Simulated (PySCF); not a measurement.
Vertical excitation energies

Species: C7H8S.
SMILES: `C=CCc1cccs1`

Computed, not measured: PySCF 2.14.0, density-fitted response routines, TDDFT wB97X-D/def2-SVPD, vertical, gas phase, core orbitals frozen in the response. The structure is a single GFN2-xTB conformer in the gas phase; no vibrational or solvent corrections. Torsions of this conformer, `[CH2:1]=[CH:2][CH2:3][c:4]1[cH:5][cH:6][cH:7][s:8]1`: C1–C2–C3–C4 -122°, C2–C3–C4–C5 79°.

```tsv
state	E (eV)	ν̃ (cm⁻¹)	f	main configurations (H = HOMO, L = LUMO)
S1	5.58	45020	0.196	H→L (94%)
S2	5.94	47900	0.075	H-1→L (79%)
S3	6.06	48860	0.0057	H→L+1 (80%)
S4	6.33	51080	0.0007	H-1→L+1 (77%)
S5	6.73	54280	0.0077	H→L+2 (79%)
S6	6.98	56310	0.041	H→L+3 (76%)
S7	7.12	57410	0.054	H-2→L (79%)
S8	7.29	58760	0.016	H-1→L+2 (43%), H-1→L+3 (24%), H→L+6 (9%)
```

Triplets (Tamm–Dancoff): T1 3.77 eV, H→L (86%); T2 4.64 eV, H-2→L+2 (37%), H-2→L (18%), H-2→L+3 (17%); T3 4.76 eV, H-1→L (78%).

The lowest singlet lies at 5.58 eV (222 nm, ultraviolet) and is strong; its leading configuration is HOMO→LUMO (94%). The lowest level is also the most intense of those listed (f = 0.196). Löwdin shares by element: HOMO carbon 78% or more (atoms not listed hold the other 22%); LUMO carbon 45% or more, sulfur 20% (atoms not listed hold the other 35%). The oscillator strengths of these states sum to 0.396; summed over the whole spectrum of an exact calculation they would give the number of electrons, 66 (Thomas–Reiche–Kuhn). Of the 8 states listed, 5 reach f = 0.01 and none stays under 0.0005. Weighted by f, the mean energy of these states is 6.10 eV. No computed singlet lies in the visible range (380 to 750 nm); the lowest, at 222 nm, stands 2.32 eV above its violet end (3.26 eV). The window holds the lowest 8 singlets.

Hardware: Arm Neoverse N1, one thread, shared host. Cost: 91 s of wall time.
